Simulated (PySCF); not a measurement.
C2H4BN3, SMILES NB1N=CC=N1. Coordinates come from a PBE-D3(BJ)/def2-SVP optimisation. The structure was generated by enumeration, and PubChem lists no compound with its InChIKey, so it may never have been made. One conformer was computed; it need not be the lowest.

### Question
Give the equilibrium geometry at PBE-D3(BJ)/def2-SVP (PySCF confirms it by a frequency run) as a Z-matrix, and its point group. (Estimate from the structure and the level; the computed values follow.)

### Answer
Several could match; the one computed here: point group C2v.
```
B
N 1 1.3910
H 2 1.0207 1 122.24
H 2 1.0207 3 115.53 1 180.00
N 1 1.5076 2 123.59 3 180.00
C 5 1.2888 1 101.27 2 180.00
H 6 1.1119 5 123.82 1 180.00
N 1 1.5076 2 123.59 3 0.00
C 8 1.2888 1 101.27 2 180.00
H 9 1.1119 8 123.82 1 180.00
```
